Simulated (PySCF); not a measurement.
**InO⁻: from constants to spectrum**

RHF-CCSD(T) constants of InO⁻, ¹Σ⁺ (singlet), closed shell (PySCF, scalar-relativistic core potentials, basis sets In aug-cc-pVDZ-PP with ECP28, O aug-cc-pVDZ; masses 114.9039 and 15.9949 u):

| Property | Result |
| --- | --- |
| ωe | 642.4 cm⁻¹ |
| ωexe | 3.29 cm⁻¹ |
| Be | 0.31176 cm⁻¹ |
| αe | 0.00214 cm⁻¹ |

Q: What force constant and bond length do these constants imply?

A: Reduced mass μred = 14.040 u; k = 5.8918×10⁻⁷·μred·ωe² (u, cm⁻¹, mdyn/Å) = 3.41 mdyn/Å; Re = √(16.8576/(μred·Be)) (u, cm⁻¹, Å) = 1.962 Å.

Q: Estimate the centrifugal constant D from the Kratzer relation and find the Dunham coefficient a1.

A: D = 4Be³/ωe² = 2.94e-07 cm⁻¹; a1 = −1 − αeωe/(6Be²) = -3.36.

Correlated steps freeze 5 core orbitals. Spin–orbit coupling is left out, which matters for elements this heavy, above all for dissociation energies. The CCSD T1 diagnostic is raised, a sign that a single reference may not be enough here.
